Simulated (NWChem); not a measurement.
Molecule: CH3BeClS; SMILES [S]([Be][Cl])C

```xyz
7

Be     0.2714    -0.5014    -0.0009
Cl    -0.0811    -2.2856     0.0001
S      0.6588     1.3539     0.0001
C     -1.0282     2.0750    -0.0001
H     -1.5774     1.8175    -0.9154
H     -0.8989     3.1648     0.0335
H     -1.6030     1.7660     0.8829
```
Atoms are numbered in this order, from 1.

The geometry was optimised at PBE0/def2-SVP.

Question: List the 4 lowest vertical singlet excitations from CAM-B3LYP/def2-SVPD, TDA (NWChem).

Answer: 
```
state  energy (eV)  oscillator strength  leading excitation (squared amplitude)
-----  -----------  -------------------  --------------------------------------
S1            4.84                0.000                      HOMO → LUMO (0.94)
S2            5.92                0.035                    HOMO → LUMO+1 (0.88)
S3            6.22                0.058                    HOMO → LUMO+2 (0.54)
S4            6.72                0.090                    HOMO−1 → LUMO (0.55)
```
